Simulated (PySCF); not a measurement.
**`InChI=1S/C5H9FOS/c1-2-4-3-5(6)8(4)7/h4-5H,2-3H2,1H3/t4-,5-,8+/m0/s1`**

Geometry:
```csv
atom,x (Å),y (Å),z (Å)
C1,2.262,-0.456,-0.362
C2,1.282,0.269,0.557
C3,-0.066,0.464,-0.104
C4,-0.942,-0.773,-0.304
C5,-2.256,-0.109,0.075
F6,-3.083,-0.864,0.852
S7,-1.363,1.284,0.987
O8,-1.757,2.554,0.391
H9,1.884,-1.442,-0.624
H10,3.223,-0.576,0.129
H11,2.413,0.109,-1.279
H12,1.689,1.246,0.825
H13,1.154,-0.304,1.479
H14,0.015,1.064,-1.011
H15,-0.920,-1.214,-1.300
H16,-0.703,-1.543,0.430
H17,-2.841,0.303,-0.750
```

Computed with PySCF, TDDFT BHandHLYP/def2-SVPD circular dichroism and optical rotation, one conformer, gas phase. Geometry: GFN2-xTB.

The molecule is flexible and this is one conformer; a measurement averages over conformers. States above about 8.2 eV (minus the energy of the highest occupied orbital) lie near or above the ionisation threshold and depend on the basis.

Q: Draw the ECD and absorption spectra from the lowest 12 states, each a Gaussian of half-width 0.25 eV at 1/e height.

A: 
| E (eV) | λ (nm) | Δε (L mol⁻¹ cm⁻¹) | ε (L mol⁻¹ cm⁻¹) |
| --- | --- | --- | --- |
| 5.00 | 248 | -0.19 | 44.8 |
| 5.10 | 243 | -0.79 | 189 |
| 5.20 | 239 | -2.42 | 580 |
| 5.30 | 234 | -5.38 | 1290 |
| 5.40 | 230 | -8.60 | 2090 |
| 5.50 | 225 | -9.72 | 2490 |
| 5.60 | 221 | -7.17 | 2200 |
| 5.70 | 218 | -1.99 | 1550 |
| 5.80 | 214 | +3.00 | 987 |
| 5.90 | 210 | +5.49 | 660 |
| 6.00 | 207 | +5.10 | 441 |
| 6.10 | 203 | +3.22 | 251 |
| 6.20 | 200 | +1.61 | 118 |
| 6.30 | 197 | +1.23 | 78.4 |
| 6.40 | 194 | +2.47 | 150 |
| 6.50 | 191 | +5.29 | 356 |
| 6.60 | 188 | +8.51 | 741 |
| 6.70 | 185 | +9.91 | 1400 |
| 6.80 | 182 | +8.35 | 2440 |
| 6.90 | 180 | +5.31 | 3760 |
| 7.00 | 177 | +3.20 | 5020 |
| 7.10 | 175 | +2.79 | 5970 |
| 7.20 | 172 | +3.16 | 6730 |
| 7.30 | 170 | +3.59 | 7120 |
| 7.40 | 168 | +4.41 | 6560 |
| 7.50 | 165 | +5.97 | 4890 |
| 7.60 | 163 | +7.71 | 2940 |
| 7.70 | 161 | +8.75 | 1600 |
| 7.80 | 159 | +8.72 | 1150 |
| 7.90 | 157 | +7.36 | 1300 |
| 8.00 | 155 | +4.29 | 1680 |
| 8.10 | 153 | -0.11 | 2050 |
| 8.20 | 151 | -5.03 | 2480 |
| 8.30 | 149 | -10.03 | 3010 |

Δε uses R in velocity form, ε uses f in length form. Only the states computed contribute, so the short-wavelength end is incomplete.
